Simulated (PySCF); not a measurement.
Dipole moment and polarisability of `C=Cc1cc[n+]([GaH3-])cc1`

Species: C7H10GaN.
Cartesian coordinates in Å at the PBE0-D3(BJ)/def2-SVP level; atoms count from 1:
```xyz
19
C7H10GaN angstrom
C      3.5382    0.0401   -0.8152
C      2.6427    0.6579   -0.0368
C      1.2152    0.3394    0.0661
C      0.5936   -0.6885   -0.6609
C     -0.7618   -0.9189   -0.4988
N     -1.5205   -0.1935    0.3315
Ga    -3.6037   -0.5619    0.4834
C     -0.9509    0.7870    1.0360
C      0.4006    1.0830    0.9316
H      3.2732   -0.7928   -1.4717
H      4.5842    0.3542   -0.8208
H      2.9780    1.4862    0.5962
H      1.1580   -1.3147   -1.3528
H     -1.2760   -1.7153   -1.0435
H     -4.1401    0.3930   -0.6620
H     -3.8155   -0.0823    1.9796
H     -3.5891   -2.1170    0.1754
H     -1.6108    1.3432    1.7072
H      0.8222    1.8944    1.5283
```

Level: B3LYP/def2-SVPD (PySCF), static field, nuclei fixed, core orbitals frozen in the response. The polarisability tensor in these axes (au):

```
x   185.88   7.05 -19.11
y     7.05 106.64  18.09
z   -19.11  18.09 104.67
```

Q: Give the principal values, the mean and the anisotropy Δα = √{½[(α1 − α2)² + (α2 − α3)² + (α1 − α3)²]}.

A: Principal values 84.03, 122.89 and 190.26 au; mean 132.40 au = 19.62 Å³ = 21.83 × 10⁻⁴⁰ C²·m²/J; Δα = 93.09 au (70 % of the mean).

Q: What is the dipole moment, and where does it point?

A: (7.36, 1.22, -0.71) D, 7.49 D in size, pointing from the negative to the positive side. Measured along this direction, the outermost atoms are H16, H15 and H17 at the negative end and H11 at the positive end.

Q: What molar refraction does this α imply?

A: Lorentz–Lorenz: R = (4π/3)N_A α = 2.5225 cm³/(mol·Å³) × 19.62 Å³ = 49.5 cm³/mol, in the limit of long wavelengths.

Q: What are the principal values of the traceless quadrupole moment, Θ = ½Σq(3rr − r²1), about the centre of nuclear charge?

A: -8.10, -2.27, 10.37 D·Å. The values depend on the origin, since the dipole doesn't vanish. The electronic extent ⟨r²⟩ about the same centre is 2501 bohr², a root-mean-square distance of 2.79 Å for the 90 electrons.

Q: Find the Langevin capture rate constant for O2+ (31.990 u) meeting this molecule (177.007 u), k = 2.342 × 10⁻⁹ cm³/s × √(α in Å³ / reduced mass in u).

A: The reduced mass is 27.09 u, so k = 1.99 × 10⁻⁹ cm³/s. The formula leaves out the permanent dipole, which adds to the capture rate.

Q: Sum over states: ᾱ = Σ f/ω², ω in Eh. What share falls to these 10 lowest TDDFT singlets (eV, f)? 3.63, 0.0759; 3.73, 0.0005; 4.57, 0.0021; 4.79, 0.0026; 4.97, 0.3247; 4.99, 0.0874; 5.08, 0.0025; 5.83, 0.1140; 6.03, 0.0001; 6.18, 0.0088.

A: They add up to 19.51 au, 14.7 % of the 132.40 au; the largest single term is 9.74 au, from the state at 4.97 eV. Terms in order: 4.26, 0.03, 0.07, 0.08, 9.74, 2.59, 0.07, 2.49, 0.00, 0.17 au. Higher excitations give the rest. The strengths listed sum to 0.618.

One conformer (not necessarily the lowest) at the PBE0-D3(BJ)/def2-SVP geometry, without solvent, vibrations or thermal averaging. The calculation is non-relativistic, for gallium too.
